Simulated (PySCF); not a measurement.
## Potential energy of KH along the bond

Set-up: K def2-TZVPP, H def2-TZVPP; no relativity (PySCF 2.14). Energies in eV from K + H in their ground configurations at the same level. State: ¹Σ⁺ (singlet), closed shell.

All columns are r²SCAN0. A positive dipole means K(−)H(+).

```tsv
R (Å)	E (eV)	μ (D)	Mulliken charge on K (basis-dependent)	HOMO (eV)	LUMO (eV)	Mayer bond order	⟨S²⟩
1.945	-1.469	-7.20	0.43	-4.36	-0.55	0.82	0.00
2.036	-1.602	-7.51	0.42	-4.33	-0.59	0.82	0.00
2.126	-1.681	-7.81	0.41	-4.30	-0.64	0.83	0.00
2.194	-1.712	-8.02	0.41	-4.28	-0.68	0.83	0.00
2.262	-1.723	-8.24	0.41	-4.24	-0.72	0.84	0.00
2.330	-1.717	-8.45	0.40	-4.21	-0.76	0.84	0.00
2.420	-1.689	-8.72	0.40	-4.16	-0.82	0.84	0.00
2.533	-1.628	-9.06	0.40	-4.10	-0.89	0.84	0.00
2.669	-1.529	-9.45	0.40	-4.02	-0.97	0.84	0.00
2.850	-1.368	-9.96	0.41	-3.91	-1.09	0.83	0.00
```

A fit through these points gives, at Re = 2.271 Å, μ = -8.26 D and dμ/dR = -3.11 D/Å; the reduced mass is 0.9824 u.

Q: How strong is the fundamental in the double-harmonic approximation, I = 42.26·(dμ/dR)²/μred km/mol?

A: I = 42.26·(-3.11)²/0.9824 = 416 km/mol at r²SCAN0.
